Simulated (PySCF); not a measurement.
A calculated (M06-L, PySCF 2.14, def2-TZVP, the non-relativistic Hamiltonian (point nucleus)) atom or ion has these occupied shells.

```tsv
shell	electrons	orbital energy (eV)	rms radius, mean of both spins (bohr)
1s α	1	-5345.4	0.0776
1s β	1	-5345.4	0.0776
2s α	1	-604.57	0.336
2s β	1	-603.15	0.336
2p α	3	-507.50	0.305
2p β	3	-506.45	0.305
3s α	1	-72.612	1.03
3s β	1	-69.533	1.03
3p α	3	-46.014	1.11
3p β	3	-42.786	1.11
3d α	3	-6.508	1.61
4s α	1	-4.800	3.62
4s β	1	-4.239	3.62
```

Task: Name the element and its charge.

Result: V (vanadium, neutral), in [Ar] 3d3 4s2, high-spin 4F determinant.
